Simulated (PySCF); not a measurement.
C₆, SMILES c1c#cc#cc#1. Atoms are numbered in the order given.

```xyz
6

C      1.3137     0.0000     0.0000
C      0.6568     1.1377     0.0000
C     -0.6568     1.1377     0.0000
C     -1.3137     0.0000     0.0000
C     -0.6568    -1.1377     0.0000
C      0.6568    -1.1377     0.0000
```
Charge 0, spin multiplicity 1.

The structure is a stationary point at r2SCAN-D4/def2-SVP. The geometry has at least one imaginary mode, so it is a saddle point at that level.

Level of theory: PBE/def2-TZVP (PySCF).

Symmetry labels are those of the subgroup D2h that the program uses (full group D6h).

Computed valence orbital energies around the gap with their symmetry:
```json
[
 {"orbital": "HOMO−7", "symmetry": "Ag", "energy (eV)": "-15.07"},
 {"orbital": "HOMO−6", "symmetry": "B2u", "energy (eV)": "-12.72"},
 {"orbital": "HOMO−5", "symmetry": "B1u", "energy (eV)": "-10.78"},
 {"orbital": "HOMO−4", "symmetry": "Ag", "energy (eV)": "-10.67"},
 {"orbital": "HOMO−3", "symmetry": "B3g", "energy (eV)": "-7.55"},
 {"orbital": "HOMO−2", "symmetry": "B2g", "energy (eV)": "-7.55"},
 {"orbital": "HOMO−1", "symmetry": "B3u", "energy (eV)": "-7.06"},
 {"orbital": "HOMO", "symmetry": "B2u", "energy (eV)": "-7.06"},
 {"orbital": "LUMO", "symmetry": "B3u", "energy (eV)": "-5.32"},
 {"orbital": "LUMO+1", "symmetry": "B1g", "energy (eV)": "-3.76"},
 {"orbital": "LUMO+2", "symmetry": "Ag", "energy (eV)": "-3.76"},
 {"orbital": "LUMO+3", "symmetry": "Au", "energy (eV)": "-1.46"}
]
```
